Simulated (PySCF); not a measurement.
A PySCF script (with the pyscf-properties extension) for the NMR shieldings of SMILES O=C[C@H]1C[BH2-][O+]([SiH3])C1, C₄H₁₁BO₂Si, on a GFN2-xTB geometry:

```python
import basis_set_exchange as bse
import numpy as np
from pyscf import gto, dft
from pyscf.prop import nmr

atoms = """
O    -0.106824    2.169752    0.200637
C    -1.112350    1.592788   -0.135270
C    -1.377920    0.148006    0.104278
C    -0.942073   -0.557106   -1.211089
B     0.418648   -1.383362   -0.801717
O     0.802036   -0.594289    0.549597
Si    2.037006    0.536856    0.588447
C    -0.439284   -0.391805    1.180397
H    -1.890159    2.117371   -0.721195
H    -2.427989   -0.024862    0.341929
H    -0.751311    0.190167   -1.985528
H    -1.750041   -1.186965   -1.579279
H     0.200323   -2.503503   -0.464668
H     1.329306   -1.264964   -1.550219
H     2.090412    1.391059   -0.584855
H     1.859067    1.212241    1.866924
H     3.177157   -0.379968    0.630526
H    -0.793972   -1.361186    1.543532
H    -0.331836    0.299019    2.020092
"""
names = dict.fromkeys(["O", "C", "B", "Si", "H"], "pcSseg-1")
basis = {el: gto.basis.parse(bse.get_basis(n, elements=[el], fmt="nwchem")) for el, n in names.items()}
mol = gto.M(atom=atoms, basis=basis, charge=0, verbose=0)
mf = dft.RKS(mol, xc="PBE0")
mf.grids.level = 2
mf.grids.alignment = dft.numint.BLKSIZE   # the property module wants whole blocks of grid points
mf.conv_tol = 1e-9
mf.kernel()

calc = nmr.RKS(mf)   # GIAO
C = mf.mo_coeff
Co = C[:, mf.mo_occ > 0]
resp = mf.gen_response(singlet=True, hermi=2)
def vind(x):   # induced exchange potential for any number of trial vectors
    d = np.einsum("pi,xij,qj->xpq", C, 2 * x.reshape(-1, C.shape[1], Co.shape[1]), Co, optimize=True)
    return np.einsum("xpq,pi,qj->xij", resp(d - d.transpose(0, 2, 1)), C, Co, optimize=True).ravel()
mo1, _ = nmr.rhf.solve_mo1(calc, with_cphf=vind)
sigma = calc.kernel(mo1)
for i, s in enumerate(sigma):   # ppm
    print("%2d %-2s %9.2f" % (i, mol.atom_pure_symbol(i), np.trace(s) / 3))
```

Task: Give the expected output.

Result: 
```
 0 O    -263.02
 1 C     -22.25
 2 C     133.30
 3 C     173.27
 4 B     101.62
 5 O     308.72
 6 Si    363.22
 7 C     111.61
 8 H      21.87
 9 H      28.64
10 H      30.88
11 H      30.60
12 H      28.58
13 H      28.32
14 H      26.88
15 H      26.67
16 H      26.81
17 H      27.56
18 H      27.47
```

These numbers come from an equivalent density-fitted implementation of the same equations, which agrees with the script to about 0.01 ppm for H and up to a few tenths of a ppm for heavy atoms, so last digits may differ.

Size and cost of the density-fitted run: 198 basis functions, 48 s wall time on 1 thread of an Arm Neoverse V1, shared host; peak memory 0.88 GiB.
